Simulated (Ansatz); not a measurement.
Reaction (redistribution): `C[CH2][Ge][O]C` + `[NH2][Hf]([Cl])([Cl])[Cl]` → `C[CH2][Ge][NH2]` + `C[O][Hf]([Cl])([Cl])[Cl]`

Computed with Ansatz on PBE0-D4/def2-TZVP structures; ΔE is electronic, products minus reactants. CCSD(T)/CBS is the MP2 limit (def2-TZVPP, def2-QZVPP) plus CCSD(T) − MP2 in def2-TZVPP, frozen cores. DFT in def2-TZVPP. HSE06 is defined as in plane-wave codes. def2 core potentials past Kr. For Ge, Hf outer-core shells are correlated without core-valence functions, which leaves a few kJ/mol of doubt a bond. Scalar relativity is left out up to krypton. One conformer a species, not always the lowest.

```json
{"species": "`C[CH2][Ge][O]C`", "HSE06 energy (Eh)": "-2270.93140"}
{"species": "`[NH2][Hf]([Cl])([Cl])[Cl]`", "HSE06 energy (Eh)": "-1484.38537"}
{"species": "`C[CH2][Ge][NH2]`", "HSE06 energy (Eh)": "-2211.80425"}
{"species": "`C[O][Hf]([Cl])([Cl])[Cl]`", "HSE06 energy (Eh)": "-1543.53768"}
```

Work out ΔE.

ΔE = (-2211.80425) + (-1543.53768) − (-2270.93140) − (-1484.38537) = -0.02516 Eh = -66.1 kJ/mol. CCSD(T)/CBS gives -66.6 kJ/mol.

Largest T1 diagnostic among the species: 0.014.

At CCSD(T), def2-SVP lies −9.1 kJ/mol from the extrapolated value and def2-TZVPP −2.7 kJ/mol. Leaving LDA and LC-ωPBE aside and taking each functional with its dispersion term where it has one, the values, not all of them listed here, spread over 8.2 kJ/mol, from PBE-QIDH to revPBE-D4.
